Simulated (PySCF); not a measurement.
CH₆FNOSi₂, SMILES F[Si@@H]1CN[SiH2]O1. Atoms are numbered in the order given.

```xyz
12

F      0.7275    -2.0328    -0.8558
Si     0.3623    -1.0559     0.3902
C     -1.4425    -0.5046     0.2848
N     -1.3830     0.8984    -0.1277
Si     0.1530     1.7014    -0.1380
O      1.1452     0.3948     0.2268
H      0.7772    -1.7754     1.6137
H     -1.9536    -0.6462     1.2575
H     -1.9742    -1.1328    -0.4535
H     -2.2715     1.3439    -0.3222
H      0.5098     2.2942    -1.4568
H      0.3241     2.7542     0.9038
```
Charge 0, spin multiplicity 1.

The structure is a stationary point at ωB97X-D3(BJ)/def2-SVP. The structure was generated by enumeration; whether it is a known compound was not checked. One conformer was computed; it need not be the lowest.

All values below come from SMD-B3LYP/6-31G* run with PySCF.

Solvation free energies are E(SMD) − E(gas) at the gas-phase geometry, for 1 M in both phases. In vacuum the dipole moment is 2.79 D.

Computed solvation free energies in water, dichloromethane, chlorobenzene:
| solvent | ΔG(solv) (kcal/mol) | its non-electrostatic (CDS) part | dipole (D) |
|---|---|---|---|
| water | -1.4 | 3.7 | 3.59 |
| dichloromethane | -3.9 | -0.2 | 3.39 |
| chlorobenzene | -3.4 | -0.1 | 3.31 |
